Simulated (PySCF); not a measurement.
**Ionisation energy of Au²⁺ by level of theory**

Au²⁺ [Xe] 4f14 5d9 (2D) → Au³⁺ [Xe] 4f14 5d8 (3F), as a difference of total energies. Computed with PySCF 2.14 in x2c-TZVPPall with one added diffuse shell each of s, p, d, f type (12s8p8d4f1g, 113 functions), with the spin-free X2C one-electron Hamiltonian (Gaussian nucleus). Correlated levels: valence: [Xe] 4f14 frozen. The calculations carry no spin-orbit coupling.

```
           method  ionisation energy (eV)
              UHF                  30.881
    MP2 (valence)                  32.554
SCS-MP2 (valence)                  32.450
   CCSD (valence)                  32.365
CCSD(T) (valence)                  32.445
```

Q: How much does correlation contribute at CCSD(T) (valence)?

A: 32.445 − (30.881) = 1.564 eV, measured against UHF.

A first-order spin-orbit estimate (lowest level to lowest level, LS coupling) adds -0.420 eV.

Errors of the correlated levels include the incompleteness of this basis and the frozen core.

For comparison: 30 ± 1.6 eV (theoretical estimate listed by NIST; NIST Atomic Spectra Database, ionization energies).
